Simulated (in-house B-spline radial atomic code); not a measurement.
A calculation on Sb2+ (an excited or competing configuration): its settings, and results tabulated from the run. Level of theory: scalar-relativistic (X2C) PBE0, spin-polarised, spherical fractional occupations, exact exchange averaged over the configuration, Fermi nucleus of rms radius 4.6802 fm; calculated with an all-electron radial atomic-structure program (B-spline basis).

Command:
```bash
python run_scf.py task.json out
```
Settings (nuclear radius in fm, mass in u):
```
Z                51
configuration    [Kr] 4d9 4f1 5s2 5p1
hamiltonian      x2c
method           pbe0
spin_polarised   True
nucleus          fermi
rms_radius       4.6802
atomic_mass      120.90381
speed_of_light   137.035999084
exact_exchange   averaged over the configuration
```

Output (hartree, bohr):
```
 radial grid: 79 intervals, B-splines of order 8, outer radius 53.7037 bohr

 iter        energy (Eh)    residual
    1       -6470.786757    4.68e-01
    2       -6472.717454    3.82e-01
    3       -6477.585829    3.77e-02
    4       -6477.648194    6.58e-03
    5       -6477.649492    2.36e-03
    6       -6477.649645    2.27e-04
    7       -6477.649645    5.18e-05
    8       -6477.649645    2.63e-05
    9       -6477.649645    2.74e-06
   10       -6477.649645    1.22e-07

 total energy                     -6477.64965
 kinetic                            6836.4394
 electron-nucleus                 -15680.0424
 Hartree                            2536.3941
 exact exchange                      -41.8641
 exchange-correlation               -128.5766

 orbital      occ     eigenvalue          <r>       <r^2>       <1/r>       r_max
 1s up      1.000     -1116.3667    0.0278301  0.00105908     56.8861     0.01765
 1s down    1.000     -1116.3650      0.02783  0.00105907     56.8862     0.01765
 2s up      1.000      -171.7766      0.12207   0.0176355     12.9211      0.1036
 2s down    1.000      -171.7624     0.122066   0.0176344     12.9216      0.1036
 2p up      3.000      -154.3713      0.10685   0.0139543     11.9732     0.08275
 2p down    3.000      -154.3583     0.106846   0.0139531     11.9736     0.08275
 3s up      1.000       -34.9966     0.329801    0.124479     4.54015      0.2998
 3s down    1.000       -34.9884     0.329768    0.124444     4.54017      0.2998
 3p up      3.000       -29.2738     0.328045    0.124944     4.23717      0.2933
 3p down    3.000       -29.2640     0.328006    0.124901     4.23718      0.2933
 3d up      5.000       -20.5026     0.305067     0.11031     3.98049      0.2442
 3d down    5.000       -20.4873     0.305158    0.110378     3.97939      0.2443
 4s up      1.000        -6.8524     0.787414     0.70038     1.78555      0.7219
 4s down    1.000        -6.7962     0.787132    0.699878     1.78634      0.7216
 4p up      3.000        -5.0621     0.845631    0.814839     1.61473      0.7604
 4p down    3.000        -4.9995     0.845396    0.814301     1.61504      0.7602
 4d up      5.000        -2.4140     0.997665     1.16476     1.32693      0.8389
 4d down    4.000        -2.3661     0.996136     1.16059     1.32914      0.8387
 4f up      1.000        -0.2709      4.18383     21.1999     0.31529       3.543
 5s up      1.000        -1.3494      1.99465     4.46064     0.65373       1.788
 5s down    1.000        -1.2813      1.99343     4.45973    0.655144       1.782
 5p up      1.000        -0.9631       2.3229     6.07173      0.5526       2.058
```

Run time, properties included: 0.25 s on 1 thread of Intel(R) Xeon(R) 6975P-C, with other jobs on the host.

One-electron X2C: radii and densities carry no picture-change correction, so inner-shell <1/r> comes out high (for 1s by about 2 % at Z = 33, 5 % at 54, 10 % at 75, 30 % at 118) and <r> low.
